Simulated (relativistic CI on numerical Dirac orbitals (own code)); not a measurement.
Sensitivity of the levels of Ca IV to α and to the nuclear radius

Computed by Dirac-Coulomb-Breit CI, KLI orbitals optimised for each configuration, valence Slater integrals scaled by 0.85, P86 correlation energy added to each configuration, derivatives by finite differences, QED left out (own radial code, finite nucleus).

Configurations in the expansion (outside the closed core [Ne]): 3s2.3p5, 3s.3p6, 3s2.3p4.3d, 3s.3p5.3d, 3s2.3p4.4s, 3s2.3p4.4p. Double excitations out of closed p, d and f shells are left out; levels of such configurations are missing from the list, as are those of other unlisted configurations, and high levels can miss mixing partners.

With x = (α/α₀)² − 1 an excitation energy changes as ω = ω₀ + qx; K = 2q/ω₀ is the relative enhancement. Terms are leading LS components, so labels can repeat. The field-shift factor is F = δν/δ⟨r²⟩ for the transition from the lowest level.

Lowest level 3s2.3p5 2P°_3/2.

```csv
Level,ω₀ (cm⁻¹),q (cm⁻¹),K,F (GHz/fm²)
3s2.3p5 2P°_1/2,3103,3135,2.02,0.0018
3s.3p6 2S_1/2,160811,4084,0.0508,-1.95
3s2.3p4.3d 4D_7/2,207393,1568,0.0151,0.346
3s2.3p4.3d 4D_5/2,207647,1742,0.0168,0.346
3s2.3p4.3d 4D_3/2,207948,2079,0.02,0.346
3s2.3p4.3d 4D_1/2,208184,2390,0.023,0.346
3s2.3p4.3d 4F_9/2,222626,753.2,0.00677,0.369
3s2.3p4.3d 4F_7/2,223737,1970,0.0176,0.369
3s2.3p4.3d 4F_5/2,224527,2784,0.0248,0.369
3s2.3p4.3d 4F_3/2,225038,3251,0.0289,0.369
3s2.3p4.3d 2P_1/2,227167,725.3,0.00639,0.371
3s2.3p4.3d 2P_3/2,229068,2448,0.0214,0.371
3s2.3p4.3d 4P_1/2,231740,1136,0.0098,0.379
```

For a near-neutral ion this model can misplace configurations by up to about 10,000 cm⁻¹ (more where the count of f electrons changes) and terms by 10 to 25 % of their spread. Rates follow the energies as ν³ (E1, M1) or ν⁵ (E2), so they and the lifetimes can be off by large factors. The fine structure of a lone outer electron comes out too small, for d and f at times inverted, and misplaced configurations move strength between like terms.
